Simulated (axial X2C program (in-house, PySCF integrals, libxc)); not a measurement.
# Worked dissociation energy of ScTe⁻: CCSD, 2c

Calculated with an in-house all-electron X2C program for linear molecules (integrals from PySCF). Two-component (2c) means X2C with spin–orbit coupling and atomic mean-field two-electron Coulomb and Gaunt terms. Basis: Te dyall-acv3z [12s13p9d5f1g], Sc dyall-acv3z [11s12p8d5f2g] (cores contracted in-house); Gaussian nuclei, density fitting, unrestricted open shells. Masses: Te 129.906 u, Sc 44.956 u.

Molecular state: Ω = 0 (closed shell).

Correlated methods: 10 electrons correlated (number of frozen shells: Te 4 s, 3 p, 2 d; Sc 3 s, 2 p), 400 virtual spin orbitals or spinors in MP2, 90 natural virtuals in coupled cluster.

| Item | Value |
| --- | --- |
| E(Te-) (2M_J = 1) | -6788.272708 hartree |
| E(Sc) (2M_J = 1) | -763.177787 hartree |
| E(ScTe⁻) at Re | -7551.546167 hartree |
| ωe | 314.5 cm⁻¹ |
| ωexe | 0.607 cm⁻¹ |

Work out De and D0.

De = -6788.272708 + (-763.177787) − (-7551.546167) = 0.09567 hartree = 2.603 eV. The zero-point energy is ωe/2 − ωexe/4 = 157 cm⁻¹ = 0.019 eV, so D0 = 2.584 eV.

One determinant describes the state; a PBE0 search over occupations chose it and may have missed a lower one. Closed shells are restricted here (equal orbitals for both partners); the stretched side of such a curve lies too high. Dissociation energies refer to the lowest single-determinant-based atoms at the same level and basis. CCSD ran in a truncated set of natural virtual spinors with an MP2 remainder; without triples it tends to underbind. PBE0 can misorder states that lie within some tenths of an eV, so this need not be the ground state of the molecule. The nearest other 2c determinant of the search, Ω = 1, lies 0.46 eV up at the distance of the search. The outer-core s and p shells of the metal are frozen in the correlated rows, which leaves out core–valence correlation; for alkali and alkaline-earth bonds that tends to lengthen them. The T1 diagnostic is large, a sign of multireference character. With the outer-core shells frozen, correlated bond lengths of heavy atoms tend to come out a few hundredths of an ångström too long.

Each atomic determinant is the lowest at this level and need not be a pure J level. Totals compare only within one Hamiltonian and basis.
